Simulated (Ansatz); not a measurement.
Geometry optimisation, Ansatz, RKS PBE0/def2-SVP.

Input:

```yaml
crystal:
  periodic: [false, false, false]
  atoms:
    - { symbol: O, position_ang: [1.201, -1.7857, 1.6488] }
    - { symbol: C, position_ang: [0.7852, -1.4371, 0.5013] }
    - { symbol: C, position_ang: [-0.3819, -0.4539, 0.239] }
    - { symbol: O, position_ang: [-0.7497, 0.0719, 1.5076] }
    - { symbol: Si, position_ang: [0.1438, 0.8421, -1.0397] }
    - { symbol: O, position_ang: [-1.0327, 2.0233, -1.2406] }
    - { symbol: H, position_ang: [1.2632, -1.9103, -0.383] }
    - { symbol: H, position_ang: [-1.1348, -1.0245, -0.1745] }
    - { symbol: H, position_ang: [-0.4149, -0.4782, 2.2528] }
    - { symbol: H, position_ang: [1.3882, 1.536, -0.5766] }
    - { symbol: H, position_ang: [0.3985, 0.185, -2.2994] }
    - { symbol: H, position_ang: [-1.389, 2.3764, -0.4015] }
basis:
  gaussian: { orbitals: def2-SVP }
hamiltonian:
  xc: pbe0
relax:
  f_tol: 0.02
  max_steps: 50
output:
  orbitals: {}
```

Launched with:

```bash
$ ansatz run input.yaml --threads 2 --pin off --max-ram 3072MiB --backend cpu --events-out ev --progress --plain --runs-dir out
```

**Question.** Where does it end, and by what steps?

**Answer.** It converged. After 13 steps the energy has fallen by 0.625 eV; H12 moved furthest, 0.49 Å.

```json
{"step": "0", "energy less start (eV)": "0.0000", "largest force component (eV/Å)": "4.053", "accepted": "yes"}
{"step": "1", "energy less start (eV)": "-0.4981", "largest force component (eV/Å)": "1.376", "accepted": "yes"}
{"step": "2", "energy less start (eV)": "-0.5123", "largest force component (eV/Å)": "1.248", "accepted": "yes"}
{"step": "3", "energy less start (eV)": "-0.5833", "largest force component (eV/Å)": "0.368", "accepted": "yes"}
{"step": "4", "energy less start (eV)": "-0.5973", "largest force component (eV/Å)": "0.290", "accepted": "yes"}
{"step": "5", "energy less start (eV)": "-0.6083", "largest force component (eV/Å)": "0.168", "accepted": "yes"}
{"step": "6", "energy less start (eV)": "-0.6164", "largest force component (eV/Å)": "0.157", "accepted": "yes"}
{"step": "7", "energy less start (eV)": "-0.6172", "largest force component (eV/Å)": "0.397", "accepted": "yes"}
{"step": "8", "energy less start (eV)": "-0.6215", "largest force component (eV/Å)": "0.156", "accepted": "yes"}
{"step": "9", "energy less start (eV)": "-0.6226", "largest force component (eV/Å)": "0.108", "accepted": "yes"}
{"step": "10", "energy less start (eV)": "-0.6240", "largest force component (eV/Å)": "0.063", "accepted": "yes"}
{"step": "11", "energy less start (eV)": "-0.6230", "largest force component (eV/Å)": "0.180", "accepted": "no"}
{"step": "12", "energy less start (eV)": "-0.6246", "largest force component (eV/Å)": "0.034", "accepted": "yes"}
{"step": "13", "energy less start (eV)": "-0.6248", "largest force component (eV/Å)": "0.014", "accepted": "yes"}
```

```xyz
12
Properties=species:S:1:pos:R:3
O 1.164 -1.455 1.686
C 0.737 -1.461 0.554
C -0.358 -0.545 0.147
O -0.862 0.155 1.256
Si 0.213 0.863 -1.036
O -1.017 1.974 -0.963
H 1.156 -2.138 -0.229
H -1.148 -1.135 -0.361
H -0.300 -0.130 2.001
H 1.510 1.380 -0.505
H 0.368 0.418 -2.447
H -1.384 2.021 -0.070
```

The run took 55 s on 2 threads of Intel(R) Xeon(R) Platinum 8259CL CPU @ 2.50GHz (Skylake/Cascade Lake) (shared host), peak memory 0.3 GiB.
